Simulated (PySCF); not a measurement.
**Computed structure and properties of [Nd(SH)2]+**

System: [Nd(SH)2]+ (singlet in the valence; each metal's 4f electrons, 3 of them, lie in its core potential, out of spins and levels); start: template (C2). Method: PySCF 2.14.0, RKS PBE0, Nd lcecp-1-SVP with ECP49, S def2-SVP, H def2-SVP; non-relativistic Hamiltonian with scalar-relativistic core potentials where named; density fitting; no spin-orbit coupling.

Input of the relaxation:

```python
mol = gto.M(atom='''
Nd     0.00000    -0.00000    -0.35006
S      2.53420    -0.00000     0.78404
H      3.34830    -0.33650    -0.22726
S     -2.53420     0.00000     0.78404
H     -3.34830     0.33650    -0.22726''',
    basis={'Nd': 'lcecp-1-SVP', 'S': 'def2-SVP', 'H': 'def2-SVP'},
    ecp={'Nd': 'lcecp-1-SVP'},
    charge=1, spin=0)
mf = dft.RKS(mol, xc='PBE0')
mf.grids.atom_grid = (50, 194)  # f atoms: unpruned, at least (60, 302)
mf = mf.density_fit()  # fitting sets: Nd AutoAux, S def2-universal-JKFIT, H def2-universal-JKFIT
mf.conv_tol = 1e-08; mf.max_cycle = 55
mf.kernel(dm0)  # dm0: converged density of the start geometry
# quasi-Newton relaxation in Cartesian coordinates to a largest gradient under 0.00045 Eh/bohr, steps kept in the point group
```

Run from Python with OMP_NUM_THREADS=2; the lines above give its settings. Where DIIS fails, smearing, a level shift and second-order steps follow.
It took 21 s on 2 threads of Arm Neoverse V1, on a shared host, from the converged density of the start.

Course of the relaxation:

```tsv
step	energy above end (eV)	largest force component within the symmetry (eV/Å)
0	0.7740	1.902
1	0.4508	1.061
2	0.1882	0.656
3	0.0946	0.478
4	0.0220	0.326
5	0.0056	0.148
6	0.0007	0.056
7	0.0001	0.028
8	0.0000	0.012
```

Relaxed geometry (nearly C2v):

```xyz
5

Nd    0.0000    0.0000   -0.8201
S     1.8924   -0.0943    0.8609
H     2.8761   -0.2189   -0.0691
S    -1.8924    0.0943    0.8609
H    -2.8761    0.2189   -0.0691
```

| contact | Å |
| --- | --- |
| Nd1–S2 (SH) | 2.533 |
| Nd1–S4 (SH) | 2.533 |

On the finer grid (75, 302):

```json
{
 "HOMO": "-12.07 eV",
 "LUMO": "-7.22 eV",
 "Dipole about the centre of mass": "7.64 D",
 "Set of Mulliken populations of Nd1 outside the core potential": "s 2.24, p 6.15, d 1.48, f 0.04",
 "D3(BJ) dispersion energy (not in the energies)": "-0.120 eV"
}
```

```
atom  Mulliken (e)  Löwdin (e)  spin (e)
 Nd1          1.09        0.55      0.00
  S2         -0.19        0.18      0.00
  H3          0.14        0.05      0.00
  S4         -0.19        0.18      0.00
  H5          0.14        0.05      0.00
```

The 4f levels lie in the core potential and are missing. Their spin isn't counted.

On the grid (50, 194), as all that follows. Harmonic modes: a minimum within the noise of the softest modes; lowest 58 cm⁻¹ (negative: unstable), highest 2659 cm⁻¹, zero-point energy 0.440 eV.

Taking off one SH (charge -1, singlet; the rest: singlet) in vacuum, both parts rigid, costs 14.15 eV; the small basis without counterpoise inflates it. Most of it is the attraction of opposite charges; other ways to part are cheaper, and one spin state was tried for the rest.

Rigid scan of SH along the line from its metal:

(distance to S2 (Å), energy (eV)): (2.23, 0.807), (2.33, 0.315), (2.43, 0.069), (2.53, 0.000), (2.63, 0.055), (2.73, 0.197), (2.93, 0.636), (3.23, 1.445), (3.63, 2.493), (4.13, 3.541)

One start shape was tried, so this needn't be the lowest isomer.

An lcecp potential fixes the number of 4f electrons, so in runs with it no electron can move into or out of that shell.
